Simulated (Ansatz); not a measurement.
Stepwise reaction of `[NH2][Ta]([NH2])(=[O])[F]` with water, as a gas-phase model of exchange steps in deposition or etching. ΔE in kJ/mol; ΔG adds harmonic PBE0-D4 terms to CCSD(T)/CBS, at 1 bar.

Isolated molecules relaxed with PBE0-D4/def2-TZVP in Ansatz; ΔE leaves out vibrations. CBS: MP2 limit from def2 TZ/QZ plus the TZ coupled-cluster correction, frozen cores. This one scheme is used for every species. Functionals use def2-TZVPP. B3LYP here is the variant with VWN-RPA as its local correlation; programs differ in this. Elements past krypton have def2 core potentials. For Ta outer-core shells are correlated without core-valence functions, which leaves a few kJ/mol of doubt a bond. Each species was taken in one conformer, which may not be the lowest.

```csv
step,reaction,PBE-D4,B3LYP-D4,ωB97M-V,CCSD(T)/CBS,ΔG(600 K)
2,`[NH2][Ta](=[O])([OH])[F]` + H₂O → `[O]=[Ta]([OH])([OH])[F]` + NH₃,-46.1,-47.6,-47.8,-42.0,-39.3
```

Problem. Give the row of step 1, `[NH2][Ta]([NH2])(=[O])[F]` + H₂O → `[NH2][Ta](=[O])([OH])[F]` + NH₃. (Best estimate.)

Solution. Ansatz gave: 
```tsv
step	reaction	PBE-D4	B3LYP-D4	ωB97M-V	CCSD(T)/CBS	ΔG(600 K)
1	`[NH2][Ta]([NH2])(=[O])[F]` + H₂O → `[NH2][Ta](=[O])([OH])[F]` + NH₃	-49.6	-51.6	-52.0	-46.0	-42.6
```

Problem. By hand: ΔE of the 2 steps together at CCSD(T)/CBS.

Solution. (-46.0) + (-42.0) = -88.0 kJ/mol, or -44.0 kJ/mol a step.

In ΔE the steps differ by no more than 4.0 kJ/mol. All are downhill at CCSD(T)/CBS. ΔG lies between -42.6 and -39.3 kJ/mol a step. PBE-D4 differs from CCSD(T)/CBS by -4.1 to -3.6 kJ/mol a step. Isolated molecules leave out the surface, adducts and barriers. Largest T1 diagnostic: 0.020.
